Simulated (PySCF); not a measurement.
Cost against size for one kind of job: PBE0-D3(BJ)/def2-SVP geometry optimisation, gas phase (PySCF 2.14.0); work: geometry optimisation from a GFN2-xTB start shaken at random. Hardware: Arm Neoverse N1, one thread, shared host. Times come from a shared host and carry two figures at best. Peak memory is the resident size of the whole Python process, interpreter and libraries included.

| species (SMILES) | atoms | electrons | basis functions | SCF cycles | gradient evaluations | wall time | peak memory |
| --- | --- | --- | --- | --- | --- | --- | --- |
| C1C[SiH2]1 | 9 | 32 | 76 | 28 | 5 | 13 s | 0.33 GiB |
| CS(=O)(=O)C[O][GeH3] | 15 | 92 | 160 | 85 | 12 | 4.7 min | 0.68 GiB |
| C#C[C@@H]1[SiH2]C[Si@H]1CCl | 17 | 84 | 169 | 46 | 7 | 3.0 min | 0.72 GiB |
| BP[SiH2]B(OC)OC | 19 | 78 | 175 | 61 | 9 | ? | ? |
| [NH]=[W](=[NH])([CH2][SiH3])[CH2][SiH3] | 19 | 140 | 184 | 107 | 13 | ? | ? |
| CC(C)[BH2-][n+]1ccccc1 | 24 | 74 | 210 | 49 | 7 | 5.0 min | 1.1 GiB |

Estimate the withheld figures.

`BP[SiH2]B(OC)OC`: 4.1 min, 0.74 GiB; `[NH]=[W](=[NH])([CH2][SiH3])[CH2][SiH3]`: 9.0 min, 0.80 GiB.

With all rows, how does the wall time grow with the number of basis functions N?

A straight line through log(time) against log(N) has slope 3.5 between N = 76 and 210, and the rows scatter about it by a factor of about 1.6 (standard error of the fit). This is a fit to these rows, whose iteration counts differ, not the method's formal scaling.

Which species took longest, and how many times the shortest run?

`[NH]=[W](=[NH])([CH2][SiH3])[CH2][SiH3]`, at 9.0 min: about 42 times the shortest (13 s).
